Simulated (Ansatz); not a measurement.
## A relaxation, step by step

GaSiH7O, singlet, PBE0-D4/def2-TZVP (Ansatz 0.2.0). Settings:

```yaml
hamiltonian: {xc: pbe0, dispersion: d4}
relax: {f_tol: 0.005, max_steps: 200}
```

Start, a step off a saddle point along its unstable mode:

| atom | x (Å) | y (Å) | z (Å) |
| --- | --- | --- | --- |
| Ga1 | -0.9858 | 0.2725 | -1.2956 |
| H2 | 0.6937 | 1.1776 | -1.5900 |
| H3 | -0.8534 | -1.0878 | -1.9649 |
| H4 | -2.0941 | 1.4048 | -1.4766 |
| H5 | 0.6288 | 1.1283 | -0.9219 |
| O6 | -0.0849 | 0.4307 | 0.3817 |
| Si7 | 0.5358 | -0.5886 | 1.4560 |
| H8 | 1.1119 | 0.1591 | 2.6105 |
| H9 | 1.6172 | -1.4383 | 0.8702 |
| H10 | -0.5694 | -1.4583 | 1.9306 |

| step | energy less the last (meV) | largest force component (eV/Å) |
| --- | --- | --- |
| 1 | 941.9 | 5.202 |
| 4 | 105.5 | 0.523 |
| 7 | 20.4 | 0.174 |
| 10 | 11.6 | 0.026 |
| 13 | 9.9 | 0.005 |
| 16 | 9.1 | 0.099 |
| 19 (rejected trial) | 6.5 | 0.191 |
| 22 | 4.9 | 0.022 |
| 25 | 4.0 | 0.014 |
| 28 | 3.0 | 0.064 |
| 31 | 2.0 | 0.006 |
| 34 | 1.1 | 0.026 |
| 37 | 0.4 | 0.039 |
| 40 | 0.1 | 0.010 |
| 43 | 0.0 | 0.005 |
| 44 | 0.0 | 0.002 |

Step 37, positions (Å) and forces (eV/Å):

```tsv
atom	x	y	z	Fx	Fy	Fz
Ga1	-1.056	0.166	-1.102	0.017	0.004	0.001
H2	1.068	1.374	-1.867	-0.025	0.039	0.022
H3	-0.456	-0.945	-2.020	-0.006	0.003	0.004
H4	-2.061	1.303	-1.443	-0.005	-0.004	0.001
H5	0.714	1.958	-1.551	0.026	-0.039	-0.022
O6	-0.609	0.087	0.629	-0.009	-0.003	-0.007
Si7	0.365	-0.779	1.601	0.010	-0.009	0.010
H8	1.358	0.116	2.257	-0.012	-0.015	-0.008
H9	1.112	-1.823	0.837	-0.009	0.013	0.014
H10	-0.435	-1.457	2.659	0.014	0.011	-0.015
```

Step 40, positions (Å) and forces (eV/Å):

```
atom       x       y       z      Fx      Fy      Fz
 Ga1  -1.046   0.159  -1.113  -0.006  -0.001   0.004
  H2   1.059   1.405  -1.854  -0.001   0.002   0.001
  H3  -0.421  -0.937  -2.032   0.002   0.002  -0.001
  H4  -2.073   1.277  -1.454   0.003   0.000   0.000
  H5   0.711   1.978  -1.515   0.001  -0.002  -0.001
  O6  -0.618   0.074   0.622   0.000  -0.001  -0.003
 Si7   0.361  -0.784   1.598   0.006  -0.006   0.010
  H8   1.394   0.105   2.199  -0.008  -0.008  -0.006
  H9   1.062  -1.872   0.852  -0.005   0.008   0.006
 H10  -0.428  -1.405   2.698   0.007   0.006  -0.010
```

Step 43, positions (Å) and forces (eV/Å):

```csv
atom,x,y,z,Fx,Fy,Fz
Ga1,-1.043,0.153,-1.119,-0.001,0.000,0.000
H2,1.055,1.423,-1.844,0.000,0.000,0.000
H3,-0.400,-0.931,-2.041,0.000,0.001,0.001
H4,-2.078,1.263,-1.462,0.001,0.000,0.000
H5,0.708,1.986,-1.488,0.000,0.000,0.000
O6,-0.626,0.063,0.618,0.002,-0.002,0.000
Si7,0.359,-0.787,1.595,0.001,-0.002,0.005
H8,1.414,0.100,2.159,-0.004,-0.004,-0.003
H9,1.032,-1.899,0.861,-0.002,0.004,0.003
H10,-0.420,-1.372,2.720,0.003,0.003,-0.005
```

Last step (44):

Ga1  (-1.044, 0.153, -1.120)
H2  (1.056, 1.423, -1.842)
H3  (-0.401, -0.931, -2.041)
H4  (-2.077, 1.264, -1.463)
H5  (0.708, 1.986, -1.487)
O6  (-0.627, 0.062, 0.617)
Si7  (0.359, -0.787, 1.595)
H8  (1.414, 0.101, 2.158)
H9  (1.032, -1.899, 0.861)
H10  (-0.419, -1.371, 2.721)
(Å)

The run took about 100 s on 4 CPU threads of an Arm Neoverse V1 (shared host).
